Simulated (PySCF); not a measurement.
C₅H₁₃ClGe.
Numbering: `[CH3:1][C:2]([CH3:3])([CH3:4])[GeH2:5][CH2:6][Cl:7]` (hydrogens: H8, H9, H10 on C1; H11, H12, H13 on C3; H14, H15, H16 on C4; H17, H18 on Ge5; H19, H20 on C6)

A linear-response calculation (PySCF, def2-SVPD basis, gas phase, vertical, core orbitals frozen in the response) gave these numbers; the functional is withheld.

Orbital energies (eV): HOMO-3 -10.66, HOMO-2 -9.96, HOMO-1 -9.42, HOMO -8.93, LUMO 1.00, LUMO+1 1.10, LUMO+2 1.59.

| state | E (eV) | f | main configurations (H = HOMO, L = LUMO) |
| --- | --- | --- | --- |
| S1 | 6.65 | 0.021 | H→L (25%), H→L+1 (24%), H-1→L+1 (16%) |
| S2 | 7.21 | 0.0019 | H-2→L+1 (34%), H-2→L (26%) |
| S3 | 7.27 | 0.013 | H→L (46%), H→L+1 (24%), H→L+2 (11%) |
| S4 | 7.51 | 0.0033 | H→L+1 (38%), H-1→L+1 (22%), H→L+2 (19%) |
| S5 | 7.62 | 0.063 | H-1→L (58%), H→L+2 (9%) |
| S6 | 7.99 | 0.106 | H→L+3 (32%), H→L+2 (30%) |

Triplets (Tamm–Dancoff): T1 5.99 eV, H→L+1 (22%), H-1→L+1 (19%), H→L (18%); T2 6.55 eV, H-2→L+1 (36%), H-2→L (28%); T3 7.08 eV, H→L (54%), H→L+2 (10%); T4 7.12 eV, H→L+1 (29%), H→L+3 (14%), H-1→L (9%).

Vertical ionisation energy by ΔSCF with the same functional: 9.55 eV. Mean static polarisability: 106.3 au.

Question: Name the functional.
A. HF
B. PBE
C. PBE0
D. CAM-B3LYP

Answer: D. CAM-B3LYP is range-separated, 19% exact exchange at short range and 65% at long range (ω = 0.33 bohr⁻¹). In this run −ε(HOMO) = 8.93 eV differs from the ΔSCF value by -0.61 eV, and S1 differs from the orbital gap of 9.94 eV by -3.29 eV. The ratio −ε(HOMO)/IP is 0.94. Small neutral molecules mostly give 0.85 to 0.93 with CAM-B3LYP, 0.5 to 0.7 with PBE, 0.7 to 0.83 with PBE0; with Hartree–Fock the ratio is 1 or more (Koopmans' value less the relaxation energy is the ΔSCF value). The other options: PBE, a GGA without exact exchange; HF, time-dependent Hartree–Fock, 100% exact exchange; PBE0, a global hybrid with 25% exact exchange.

Theory: TDDFT CAM-B3LYP/def2-SVPD, vertical, gas phase, core orbitals frozen in the response (PySCF 2.14.0, density-fitted response routines). Geometry: PBE0-D3(BJ)/def2-SVP, one conformer, isolated molecule. Relativistic effects, spin–orbit coupling among them, are left out although an element past zinc is present.

Conformer computed: `[CH3:1][C:2]([CH3:3])([CH3:4])[GeH2:5][CH2:6][Cl:7]`: C1–C2–Ge5–C6 -83°, C2–Ge5–C6–Cl7 56°.
